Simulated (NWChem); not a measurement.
# H₂SO₄, triplet; SMILES of the neutral closed-shell parent OS(O)(=O)=O

```xyz
7

O      1.3847    -0.0604     0.7675
S     -0.0001     0.4178    -0.0293
O      0.0001    -0.7192    -1.0846
O     -0.0004     1.4068    -1.2279
O     -1.3841    -0.0622     0.7682
H      1.7814    -0.7676     0.2251
H     -1.7808    -0.7690     0.2254
```
Atoms are numbered in this order, from 1.

Level: PBE0/def2-SVP, spin-unrestricted (NWChem), optimised geometry, unscaled harmonic frequencies. The spin multiplicity was typed, not searched, and may not be the lowest.

| frequency (cm⁻¹) | IR intensity (km/mol) |
|---|---|
| 73 | 2.2 |
| 148 | 2.8 |
| 352 | 30.3 |
| 366 | 3.0 |
| 414 | 118.3 |
| 458 | 36.3 |
| 506 | 14.7 |
| 578 | 84.7 |
| 672 | 34.9 |
| 700 | 429.2 |
| 974 | 42.2 |
| 1049 | 10.8 |
| 1106 | 140.4 |
| 3720 | 90.0 |
| 3723 | 105.5 |

```yaml
zero_point_energy: 21.2 kcal/mol
thermal correction to the enthalpy at 298.15 K (with zero-point energy): 25.7 kcal/mol
heat capacity Cv: 20.8 cal/(mol K)
"entropy at 298.15 K and 1 atm (symmetry number 1, electronic part: spin degeneracy alone)": 80.2 cal/(mol K)
dipole_moment: 1.91 D
```

Rigid rotor and harmonic oscillator; modes under 100 cm⁻¹ make the entropy uncertain.
